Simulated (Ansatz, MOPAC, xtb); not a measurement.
Donor–acceptor adduct: CH5Al (SMILES [CH3][AlH2]) (first 7 atoms) with H2O (SMILES O); geometry from B3LYP-D3(BJ)/def2-TZVP.
(charge 0, multiplicity 1):
```xyz
10

C     -0.17782     0.91679    -0.61250
Al    -0.32978    -0.37361     0.86026
H      0.86233     1.09224    -0.90215
H     -0.69801     0.55581    -1.50583
H     -0.61952     1.88521    -0.36002
H      0.58493    -1.68608     0.82907
H     -1.71430    -0.46923     1.65672
O      0.69612     0.51335     2.40455
H      1.43038    -0.04363     2.69497
H      0.11807     0.65622     3.16557
```

Counterpoise-corrected where a basis set is named; no monomer relaxation.

The state that AM1, PM3 reach isn't checked.

Programs: Ansatz (Gaussian orbitals); MOPAC for AM1, PM3 (differences of heats of formation); xtb for the GFN methods. Each number belongs to the level named beside it.

Problem. One of these levels gives -1252.6 meV for the interaction energy. Name it.
A) PBE/def2-TZVPPD
B) PM3
C) GFN1-xTB
D) AM1

Solution. C, GFN1-xTB. The others give -540.1 (AM1), -1473.1 (PM3), -858.7 (PBE/def2-TZVPPD)

Ansatz is a quantum-chemistry and plane-wave program.
